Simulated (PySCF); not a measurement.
## The first ionisation energy along the 4p block

Calculated with PySCF 2.14 from differences of total energies of unrestricted determinants, without spin-orbit coupling. Values in eV. The last column holds reference values (NIST; (s) semi-empirical, (t) theoretical, else measured). Unmarked ones compare directly (S terms, centres of terms, or small fine structure); those marked * lie between the lowest fine-structure levels and include a spin-orbit shift.

```
                         element                         configurations  SCS-MP2 (valence)     LDA     PBE    PBE0  r2SCAN  SCS-MP2 (valence and next inner shell)  reference
Ga (x2c-QZVPPall, spin-free X2C)      [Ar] 3d10 4s2 4p1 → [Ar] 3d10 4s2              5.743   6.046   5.963   5.983   6.110                                   5.782      5.931
Ge (x2c-QZVPPall, spin-free X2C)  [Ar] 3d10 4s2 4p2 → [Ar] 3d10 4s2 4p1              7.698   8.010   7.884   7.917   8.043                                   7.757      7.925
As (x2c-QZVPPall, spin-free X2C)  [Ar] 3d10 4s2 4p3 → [Ar] 3d10 4s2 4p2              9.768  10.022   9.876   9.937  10.082                                   9.836     10.008
Se (x2c-QZVPPall, spin-free X2C)  [Ar] 3d10 4s2 4p4 → [Ar] 3d10 4s2 4p3              9.411   9.891   9.637   9.624   9.674                                   9.449      9.635
Kr (x2c-QZVPPall, spin-free X2C)               [Kr] → [Ar] 3d10 4s2 4p5             14.032  14.323  14.018  14.061  14.136                                  14.095     14.222
```

**Question.** Fill in the row of Br (x2c-QZVPPall, spin-free X2C) ([Ar] 3d10 4s2 4p5 → [Ar] 3d10 4s2 4p4).

**Answer.** SCS-MP2 (valence) 11.667; LDA 12.074; PBE 11.784; PBE0 11.791; r2SCAN 11.850; SCS-MP2 (valence and next inner shell) 11.721; reference 11.844 (eV).

"Valence" correlates the outer s and p shells and, in groups 3 to 12 and the f block, the outer d or f shell, open or full, or the next shell where the ion has no valence electron left; the wider scheme adds the next inner shell.
